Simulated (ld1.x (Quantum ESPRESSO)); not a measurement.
**What one change does to a pseudopotential (Ga, ultrasoft)**

gallium, ultrasoft, made with ld1.x (Quantum ESPRESSO) 7.5 (PBEsol, scalar-relativistic). Core [Ar] 3d10, reference 4s1 4p2. Waves: 4s (bound): rcut 1.90, rcutus 2.20 bohr; 4s channel at 2.8 Ry: rcut 1.90, rcutus 2.20 bohr; 4p (bound): rcut 1.55, rcutus 2.15 bohr; 4p channel at 4.65 Ry: rcut 1.55, rcutus 2.15 bohr. Local part: all-electron potential smoothed inside 1.90 bohr (lloc = -1). Core correction: none. Augmentation charge: PSQ, radius 1.75 bohr.

All-electron outer shells of the reference configuration (PBEsol, scalar-relativistic, ld1.x):

```
shell  level (eV)  outermost node (bohr)  outermost maximum (bohr)
   3p     -100.62                   0.24                      0.56
   3d      -21.05                      –                      0.53
   4s      -10.06                   0.81                      1.87
   4p       -3.35                   0.87                      2.47
```

Change: functional PBE.

Cutoffs: the cutoffs (Ry, on a coarse ladder) from which the occupation-weighted sum of valence levels, in a spherical-Bessel basis at the reference potential, stays within 10 and 1 mRy of its value at 400 Ry; they do not see the model core or the augmentation charge, which bear on the density cutoff. Errors are all-electron minus pseudo energies relative to the spin-unpolarised reference configuration.

**Question.** How do hardness, ghosts and transferability respond?

**Answer.** Both files are so soft that the ladder of cutoffs tells neither apart; the number of tests that count goes from 6 to 4; of the 4 tests that both files solve, the error grows in 3 and shrinks in 1 by more than 15 % and 0.3 meV (median size 29.4 → 48.2 meV); neither file shows a bound ghost at the reference potential, the only one tested.

| quantity | base | changed |
| --- | --- | --- |
| cutoff, loose | 6 Ry | 6 Ry |
| cutoff, tight | 10 Ry | 10 Ry |
| bound ghosts | none | none |
| tests counted (converged, no solver errors) | 6 of 7 | 4 of 7 |
| error for 4s2 4p1, meV [ΔE -6.55 → -6.54 eV] | +31 | +53 |
| error for 4s2 4p1.3, meV [ΔE -7.08 → -7.07 eV] | +27 | +44 |
| error for 4s1 4p1, meV [ΔE 6.53 → 6.52 eV] | -7.9 | +0.1 |
| error for 4s0 4p3, meV [ΔE 6.84 → 6.83 eV] | +48 | +63 |
| s: phases at 2.39 bohr within 0.05 rad from the reference energy up to (Ry; the scan ends near 5) | 4.6 | 4.6 |
| p: phases at 2.39 bohr within 0.05 rad from the reference energy up to (Ry; the scan ends near 5) | to the end of the scan | to the end of the scan |
| lowest overlap eigenvalue by channel | s 0.58, p 0.68 | s 0.58, p 0.68 |

Base: Tests not counted: 4s2 4p0 (pseudo-atom not self-consistent, printed error +59 meV). ld1.x printed “convergence not achieved” for 5 of the counted tests; their residual had stalled under 1e-8, short of the target of 1e-14. Changed file: Tests not counted: 4s2 4p0 (pseudo-atom not self-consistent, printed error +121 meV); 4s1 4p0 (pseudo-atom not self-consistent, printed error +76 meV); 4s2 4p0.5 (pseudo-atom not self-consistent, printed error +81 meV). ld1.x printed “convergence not achieved” for 1 of the counted tests; its residual had stalled under 1e-8, short of the target of 1e-14.
